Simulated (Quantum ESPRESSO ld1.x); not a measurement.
Results of a calculation; reference values are marked as such.
Task: Coherent X-ray form factor from a spherical all-electron density. Code: ld1.x of Quantum ESPRESSO 7.5. Model: Dirac Kohn-Sham, B86b exchange with PBE correlation, spin-unpolarised, spherical densities, point nucleus.

sin(theta)/lambda (1/angstrom),f0 (electrons)
0.05,17.930
0.1,17.725
0.15,17.390
0.2,16.940
0.25,16.390
0.3,15.760
0.4,14.341
0.5,12.847
0.6,11.415
0.8,9.063
1,7.510
1.25,6.362
1.5,5.589
2,4.220

The species is in the configuration that NIST lists as its ground one. Which atom or ion scatters so?

Result: The zinc ion Zn12+, [Ar]. Extrapolating in s^2 from the first two rows gives f0(0) = 18.0, near the electron count 18; among species with that count, the fall with angle is slower the higher Z, and the table is that of Z = 30; from so few rows the species is fixed only to a neighbour or two.
